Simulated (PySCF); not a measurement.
PySCF 2.14 output of an unrestricted TPSS calculation on a single atom or ion in x2c-QZVPPall with one added diffuse shell each of s, p, d, f type (14s10p8d5f1g, 128 functions), with scalar relativity by spin-free X2C-1e:

```
SCF conv_tol = 1e-09
number electrons alpha = 27  beta = 26
    J. Tao, J. P. Perdew, V. N. Staroverov, and G. E. Scuseria.,  Phys. Rev. Lett. 91, 146401 (2003)
    J. P. Perdew, J. Tao, V. N. Staroverov, and G. E. Scuseria.,  J. Chem. Phys. 120, 6898 (2004)
    J. Tao, J. P. Perdew, V. N. Staroverov, and G. E. Scuseria.,  Phys. Rev. Lett. 91, 146401 (2003)
    J. P. Perdew, J. Tao, V. N. Staroverov, and G. E. Scuseria.,  J. Chem. Phys. 120, 6898 (2004)
cycle= 1 E= -6793.56305196624  delta_E= -0.0231  |g|= 0.0502  |ddm|= 0.348
cycle= 2 E= -6793.56305361306  delta_E= -1.65e-06  |g|= 0.0248  |ddm|= 0.0767
cycle= 3 E= -6793.56323935176  delta_E= -0.000186  |g|= 0.0234  |ddm|= 0.0745
cycle= 4 E= -6793.56342711719  delta_E= -0.000188  |g|= 0.00132  |ddm|= 0.027
cycle= 5 E= -6793.56342867739  delta_E= -1.56e-06  |g|= 0.000454  |ddm|= 0.00401
cycle= 6 E= -6793.56342889431  delta_E= -2.17e-07  |g|= 4.2e-05  |ddm|= 0.00115
cycle= 7 E= -6793.5634288963  delta_E= -1.99e-09  |g|= 2.04e-06  |ddm|= 0.000105
cycle= 8 E= -6793.5634288963  delta_E=    0  |g|= 3.13e-07  |ddm|= 5.26e-06
converged SCF energy = -6793.5634288963  <S^2> = 0.75447615  2S+1 = 2.0044712
```

The run itself started from symmetry-adapted Hartree-Fock orbitals and held the occupation by maximum overlap, on a logarithmic radial grid, so the iterations belong to that start.

Task: Which element, charge and spin multiplicity is this?

Result: Te- (tellurium, charge -1), multiplicity 2; the state was [Kr] 4d10 5s2 5p5, 2P determinant.

At TPSS the highest occupied level has a positive energy, so only the finite basis holds that electron; in a semilocal or global hybrid functional this comes from self-interaction and does not mean that the real anion is unbound.
